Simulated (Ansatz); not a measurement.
`N[SiH](O)Br` + CH₄ → `C[SiH](N)Br` + H₂O at 500 K and 1 bar (formal exchange of groups at the Si–O bond).

Program: Ansatz. Geometries: PBE0-D4/def2-TZVP. ΔE: electronic, gas phase. CCSD(T)/CBS adds triple-zeta CCSD(T) − MP2 to the extrapolated MP2 energy (def2 sets, frozen cores). This one scheme is used for every species. For Br outer-core shells are correlated without core-valence functions, which leaves a few kJ/mol of doubt a bond. Scalar relativity is left out up to krypton. Each species was taken in one conformer, which may not be the lowest.

| species | CCSD(T)/CBS energy (Eh) | H − E (kJ/mol) | S (J/(mol·K)) |
| --- | --- | --- | --- |
| `N[SiH](O)Br` | -2994.82102 | 174.5 | 390.5 |
| CH₄ | -40.46206 | 135.6 | 206.8 |
| `C[SiH](N)Br` | -2958.86440 | 237.1 | 405.0 |
| H₂O | -76.37941 | 73.2 | 206.3 |

H − E and S are ideal-gas, rigid-rotor, harmonic terms from PBE0-D4/def2-TZVP, for one conformer and one mirror image of each species. 1 Eh = 2625.50 kJ/mol, R = 8.31446 J/(mol·K).

Q: By hand: ΔE, ΔH, ΔS and ΔG.

A: ΔE = (-2958.86440) + (-76.37941) − (-2994.82102) − (-40.46206) = 0.03927 Eh = 103.1 kJ/mol. Δ(H − E) = 237.1 + 73.2 − 174.5 − 135.6 = 0.2, so ΔH = 103.3 kJ/mol. ΔS = 405.0 + 206.3 − 390.5 − 206.8 = 14.0 J/(mol·K). ΔG = 103.3 − 500 × (14.0)/1000 = 96.3 kJ/mol.

Q: By hand: the equilibrium constant, and the temperature at which ΔG would vanish if ΔH and ΔS stayed fixed.

A: log₁₀ K = −ΔG/(RT ln 10) = -10.1. ΔG = 0 at ΔH/ΔS = 7379 K, far beyond where these terms or the molecules hold.

The number of gas molecules stays the same, so ΔS is small and ΔH decides. A doubt of 5 kJ/mol in ΔE shifts log₁₀ K by 0.5 here. Other conformers and mirror images would add mixing entropy, several J/(mol·K) or more a flexible species. These are equilibria of isolated gas molecules and say nothing of rates. Largest T1 diagnostic: 0.009 (customary marks: 0.02 for closed shells, 0.045 for open ones).
